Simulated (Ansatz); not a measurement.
```yaml
crystal:
  periodic: [false, false, false]
  atoms:
    - {symbol: B, position_ang: [-0.442061, 0.652214, -0.534106]}
    - {symbol: N, position_ang: [-1.193747, 0.243247, 0.651442]}
    - {symbol: C, position_ang: [-0.082246, -0.420266, 0.760014]}
    - {symbol: N, position_ang: [0.890635, 0.264179, 0.009432]}
    - {symbol: H, position_ang: [-0.780223, 0.858109, -1.654828]}
    - {symbol: H, position_ang: [0.081453, -1.397130, 1.224556]}
    - {symbol: H, position_ang: [1.587490, -0.268353, -0.502210]}
basis:
  gaussian: {orbitals: cc-pVDZ}
magnetization: {spin_polarized: true, initial_magnetization: 8}
hamiltonian: {xc: {name: SVWN5}}
output: {forces: true}
```

```sh
$ ansatz run in.yaml --threads 2 --pin off --events-out ev --progress --plain --max-ram 4352MiB
```

Output, abridged:

```
Functional definition: SVWN5
904 factors; their error is unknown
mean field evaluation 1: about -4664.9043 eV, gradient 2.8e1 eV
mean field evaluation 2: about -4624.3742 eV, gradient 8.2e1 eV
mean field evaluation 4: about -4667.1880 eV, gradient 1.7e1 eV
mean field evaluation 8: about -4669.4372 eV, gradient 1.1e0 eV
mean field evaluation 16: about -4669.4066 eV, gradient 2.3e-2 eV
mean field evaluation 32: about -4669.4066 eV, gradient 2.0e-5 eV
mean field -4669.40662070 eV, -171.5975282732 hartree, gradient 3.3e-6 eV, S^2 20.003822; 10 other end points of the search recorded, 0 dependent functions left out
reference -4669.40664854 eV, -171.5975292963 hartree; 18, 10 occupied and 53, 61 virtual orbitals, 904 factors
Total energy: -4669.40664854 eV, -171.5975292963 hartree
Atom 0 at    -0.442061     0.652214    -0.534106 Å, force    -0.647229     5.593237    -3.317388 eV/Å
Atom 1 at    -1.193747     0.243247     0.651442 Å, force    -7.000971     1.685235     1.041084 eV/Å
Atom 2 at    -0.082246    -0.420266     0.760014 Å, force     5.092313     0.106207     3.251740 eV/Å
Atom 3 at     0.890635     0.264179     0.009432 Å, force     0.070799     1.715684     4.953586 eV/Å
Atom 4 at    -0.780223     0.858109    -1.654828 Å, force    -2.886656     0.152234    -4.521319 eV/Å
Atom 5 at     0.081453    -1.397130     1.224556 Å, force     0.580722    -5.943779     1.940991 eV/Å
Atom 6 at     1.587490    -0.268353    -0.502210 Å, force     4.791020    -3.308818    -3.348695 eV/Å
Dipole moment:    -0.476229     0.388086     0.107546 e Å
```

**Question.** Something in this input is off. What?

**Answer.** The spin is set far too high for this molecule. The calculation finished and met its thresholds. The result belongs to that input, not to the molecule as meant.
